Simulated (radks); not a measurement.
Results of a calculation; reference values are marked as such.
The mean radii <r> (bohr) of the occupied orbitals of an atom or ion are listed with their occupations. Level of theory: non-relativistic Kohn-Sham, TPSS, spin-polarised, spherical densities, point nucleus; meta-GGA in the generalised Kohn-Sham scheme (a radial shooting solver on a logarithmic mesh with Libxc functionals).

| orbital | occ. | <r> |
|---|---|---|
| 1s down | 1 | 0.01845 |
| 1s up | 1 | 0.01845 |
| 2s up | 1 | 0.07731 |
| 2s down | 1 | 0.07728 |
| 2p up | 3 | 0.06529 |
| 2p down | 3 | 0.06526 |
| 3s up | 1 | 0.1883 |
| 3s down | 1 | 0.1885 |
| 3p up | 3 | 0.1785 |
| 3p down | 3 | 0.1787 |
| 3d up | 5 | 0.1547 |
| 3d down | 3 | 0.1549 |

Name the element and its charge. Open shells, if any, are filled with parallel spins first.

Answer. Z = 82, lead, charge +56: Pb56+ in [Ar] 3d8. The 1s radius gives Z: for a bare nucleus <r> = 1.5/Z, 0.01829 bohr for Z = 82, and screening makes it slightly larger (0.01845 here). The occupations add up to 26, and the charge is Z minus that.
